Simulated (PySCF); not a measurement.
H$_{4}$BO$_{2}$P, singlet, at a GFN2-xTB geometry; DF-R2SCAN/def2-SVPD (PySCF).

Input for PySCF:
```python
from pyscf import gto, scf, dft

mol = gto.M(
    atom='''
B    -0.37572431    0.05195044   -0.32115447
O    -1.02593490   -1.06706638   -0.69714595
H    -1.76833739   -0.99388756   -1.30062050
O    -0.66613303    1.30125093   -0.73498187
H    -1.39963745    1.43299932   -1.33939212
P     1.00654214   -0.13707633    0.99153107
H     1.89406499    0.73952063    0.39898294
H     1.59094265   -1.25571601    0.43085858
''',
    basis='def2-svpd',
    verbose=4,
    max_memory=1800,
)

mf = dft.RKS(mol)
mf.xc = 'r2scan'
mf = mf.density_fit(auxbasis='def2-universal-jkfit')
mf.kernel()
```

### Question
What does PySCF print? Leave out banner, timings and long lists.

### Answer

```
PySCF version 2.14.0

[INPUT] verbose = 4
[INPUT] num. atoms = 8
[INPUT] num. electrons = 40
[INPUT] charge = 0
[INPUT] spin (= nelec alpha-beta = 2S) = 0
[INPUT] symmetry False subgroup None
[INPUT] Mole.unit = angstrom
[INPUT] Symbol           X                Y                Z      unit          X                Y                Z       unit  Magmom
[INPUT]  1 B     -0.375724310000   0.051950440000  -0.321154470000 AA   -0.710016044241   0.098172103651  -0.606893991980 Bohr   0.0
[INPUT]  2 O     -1.025934900000  -1.067066380000  -0.697145950000 AA   -1.938735982633  -2.016463214931  -1.317414914350 Bohr   0.0
[INPUT]  3 H     -1.768337390000  -0.993887560000  -1.300620500000 AA   -3.341673362928  -1.878175287012  -2.457816536995 Bohr   0.0
[INPUT]  4 O     -0.666133030000   1.301250930000  -0.734981870000 AA   -1.258808989227   2.459007877036  -1.388914440821 Bohr   0.0
[INPUT]  5 H     -1.399637450000   1.432999320000  -1.339392120000 AA   -2.644931454185   2.707976251488  -2.531084280201 Bohr   0.0
[INPUT]  6 P      1.006542140000  -0.137076330000   0.991531070000 AA    1.902088977434  -0.259036721861   1.873722166297 Bohr   0.0
[INPUT]  7 H      1.894064990000   0.739520630000   0.398982940000 AA    3.579264093227   1.397491454166   0.753968484974 Bohr   0.0
[INPUT]  8 H      1.590942650000  -1.255716010000   0.430858580000 AA    3.006445888390  -2.372959349132   0.814204714619 Bohr   0.0

nuclear repulsion = 150.554378687712
number of shells = 52
number of NR pGTOs = 178
number of NR cGTOs = 122
basis = def2-svpd
ecp = {}

******** <class 'pyscf.df.df_jk.DFRKS'> ********
method = DFRKS
initial guess = minao
damping factor = 0
level_shift factor = 0
DIIS = <class 'pyscf.scf.diis.CDIIS'>
diis_start_cycle = 1
diis_space = 8
diis_damp = 0
SCF conv_tol = 1e-09
SCF conv_tol_grad = None
SCF max_cycles = 50
direct_scf = False
XC library pyscf.dft.libxc version 7.1.2
    S. Lehtola, C. Steigemann, M. J. T. Oliveira, and M. A. L. Marques,  SoftwareX 7, 1–5 (2018)
XC functionals = r2scan
    J. W. Furness, A. D. Kaplan, J. Ning, J. P. Perdew, and J. Sun,  J. Phys. Chem. Lett. 11, 8208–8215 (2020)
    J. W. Furness, A. D. Kaplan, J. Ning, J. P. Perdew, and J. Sun,  J. Phys. Chem. Lett. 11, 9248–9248 (2020)
    J. W. Furness, A. D. Kaplan, J. Ning, J. P. Perdew, and J. Sun,  J. Phys. Chem. Lett. 11, 8208–8215 (2020)
    J. W. Furness, A. D. Kaplan, J. Ning, J. P. Perdew, and J. Sun,  J. Phys. Chem. Lett. 11, 9248–9248 (2020)
radial grids:
    Treutler-Ahlrichs [JCP 102, 346 (1995); DOI:10.1063/1.469408] (M4) radial grids

becke partition: Becke, JCP 88, 2547 (1988); DOI:10.1063/1.454033
pruning grids: <function nwchem_prune>
grids dens level: 3
symmetrized grids: False
atomic radii adjust function: <function treutler_atomic_radii_adjust>
small_rho_cutoff = 0
Set gradient conv threshold to 3.16228e-05
Initial guess from minao.
tot grids = 100624
init E= -519.116814464754
  HOMO = -0.295202763114203  LUMO = -0.0691477992690106  gap/eV = 6.15127
cycle= 1 E= -518.671155061629  delta_E= 0.446  |g|= 0.872  |ddm|= 3.38
  HOMO = -0.152571729970194  LUMO = 0.00937299576801731  gap/eV = 4.40674
cycle= 2 E= -518.392453063955  delta_E= 0.279  |g|= 1.47  |ddm|= 1.96
  HOMO = -0.21935458472562  LUMO = -0.0178356190770934  gap/eV = 5.48361
cycle= 3 E= -518.814143127881  delta_E= -0.422  |g|= 0.0748  |ddm|= 1.22
  HOMO = -0.235897562727049  LUMO = -0.0131181298350116  gap/eV = 6.06214
cycle= 4 E= -518.815477150564  delta_E= -0.00133  |g|= 0.0274  |ddm|= 0.162
  HOMO = -0.22969435462922  LUMO = -0.0140450757273793  gap/eV = 5.86812
cycle= 5 E= -518.815716853545  delta_E= -0.00024  |g|= 0.00465  |ddm|= 0.0615
  HOMO = -0.230176809403975  LUMO = -0.0142869104724426  gap/eV = 5.87466
cycle= 6 E= -518.815723486018  delta_E= -6.63e-06  |g|= 0.00148  |ddm|= 0.0107
  HOMO = -0.230159812579534  LUMO = -0.0143571755872616  gap/eV = 5.87229
cycle= 7 E= -518.815724219235  delta_E= -7.33e-07  |g|= 0.00028  |ddm|= 0.00292
  HOMO = -0.230168649080384  LUMO = -0.0143381805334162  gap/eV = 5.87305
cycle= 8 E= -518.815724241132  delta_E= -2.19e-08  |g|= 0.000102  |ddm|= 0.000517
  HOMO = -0.230173652178554  LUMO = -0.0143423418019699  gap/eV = 5.87307
cycle= 9 E= -518.815724244585  delta_E= -3.45e-09  |g|= 2.23e-05  |ddm|= 0.000176
  HOMO = -0.230177050040139  LUMO = -0.0143426858693854  gap/eV = 5.87315
cycle= 10 E= -518.815724244748  delta_E= -1.63e-10  |g|= 3.75e-06  |ddm|= 4.03e-05
  HOMO = -0.230176475564889  LUMO = -0.014342769206471  gap/eV = 5.87313
Extra cycle  E= -518.815724244743  delta_E= 5.91e-12  |g|= 7.01e-06  |ddm|= 1.1e-05
converged SCF energy = -518.815724244743
```
